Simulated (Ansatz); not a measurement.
Ansatz (a quantum-chemistry and plane-wave program) input (MP2/def2-TZVP):

Ansatz 0.2 input:
```yaml
crystal:
  periodic: [false, false, false]
  atoms:
    - {symbol: K, position_ang: [-0.00000000, -0.00000000, -1.30365535]}
    - {symbol: S, position_ang: [0.00000000, 0.00000000, 1.54809072]}
basis:
  gaussian:
    orbitals: def2-TZVP
magnetization: {spin_polarized: true, initial_magnetization: 1}
correlation: {method: mp2, electrons: outside_noble_gas}
relax: {f_tol: 0.003, max_steps: 100}
```

End of the output:

```
mean field evaluation 128: about -27121.9435 eV, gradient 1.1e-2 eV
mean field evaluation 160: about -27121.9436 eV, gradient 1.9e-6 eV
mean field evaluation 192: about -27121.8427 eV, gradient 4.2e-1 eV
mean field evaluation 224: about -27121.6628 eV, gradient 1.3e-5 eV
mean field -27121.94364825 eV, -996.7130451593 hartree, gradient 9.5e-6 eV, S^2 0.761258; 12 other end points of the search recorded, 0 dependent functions left out
14 core orbitals not correlated
reference -27121.94364825 eV, -996.7130451593 hartree; 4, 3 occupied and 52, 53 virtual orbitals, 584 factors
densities: 0.13 GiB planned
second order -4.03701619 eV of doubles, -0.00000000 eV of singles
the calculation of the forces begins
Total energy: -27125.98066443 eV, -996.8614027678 hartree
Atom 0 at    -0.000000     0.000000    -1.330503 Å, force     0.000000     0.000000    -0.000031 eV/Å
Atom 1 at     0.000000    -0.000000     1.574938 Å, force    -0.000000    -0.000000     0.000031 eV/Å
Dipole moment:    -0.000000     0.000000    -2.300431 e Å
Checks for a lower state left out: cluster_reference
```
